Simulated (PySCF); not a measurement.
Assignment exercise: C8H11BO

Atoms are numbered as in `[CH3:1][CH2:2][CH2:3][C:4]#[C:5][C:6]#[C:7][BH:8][O:9][CH3:10]`. Hydrogens are named by the atom that carries them.

Computational details: PBE0-D3(BJ)/def2-SVP geometry, NMR shieldings at CAM-B3LYP/pcSseg-1/GIAO, in PySCF (single conformer, rapidly exchanging positions averaged, no relativistic terms, no solvent model).

δ = σ(ref) − σ, references computed at the same level: TMS for 13C (σ = 182.45 ppm), 1H (σ = 31.33 ppm).

Q: Assign these signals to the numbered atoms. 13C{1H} NMR (computed): δ 102.5 (C), 92.1 (C), 85.7 (C), 72.3 (C), 62.6 (CH3), 26.2 (CH2), 23.5 (CH2), 15.7 (CH3).

A: 
| δ (ppm) | atoms | environment | reason |
| --- | --- | --- | --- |
| 102.5 | C6 | alkyne carbon | the triple bond shields along its axis, which puts it between sp3 and sp2 carbons |
| 92.1 | C4 | alkyne carbon | – |
| 85.7 | C7 | alkyne carbon | – |
| 72.3 | C5 | alkyne carbon | – |
| 62.6 | C10 | methyl carbon bonded to O | deshielded by the electronegative neighbour |
| 26.2 | C2 | sp3 CH2 | a saturated carbon with 2 carbon neighbours and no heteroatom attached |
| 23.5 | C3 | propargylic sp3 CH2 | saturated and bonded to C and H only |
| 15.7 | C1 | methyl carbon | aliphatic region, no heteroatom directly attached |

Q: Assign these signals to the numbered atoms. 1H NMR (600 MHz, computed): δ 4.62 (br, 1H), 3.98 (s, 3H), 2.06 (t, 2H), 1.46 (m, 2H), 0.96 (t, 3H).

A: 
4.62 → H(B8), hydrogen on a boron bonded to C, O
3.98 → H(C10), hydrogen on a methyl carbon bonded to O: its carbon carries O, an electronegative neighbour
2.06 → H(C3), hydrogen on a propargylic sp3 CH2
1.46 → H(C2), hydrogen on an sp3 CH2
0.96 → H(C1), hydrogen on a methyl carbon: far from electronegative atoms and π systems

Hydrogens on boron are broadened and split by 11B (spin 3/2, 80 %) and 10B (spin 3). A carbon bonded to boron is broadened by the quadrupolar boron nucleus and is often missing from a measured spectrum. Shifts are as computed, not scaled to solution data. Of 1313 compounds with measured shifts, 239 miss one by over three times the rms of a fit or turn the order of signals round; such compounds aren't used in these exercises. No couplings were computed; multiplicities are counted from neighbouring protons, with m where these are inequivalent, close in shift, in a saturated or five-membered ring or joined by F or P, and br s for small geminal =CH2 splittings.
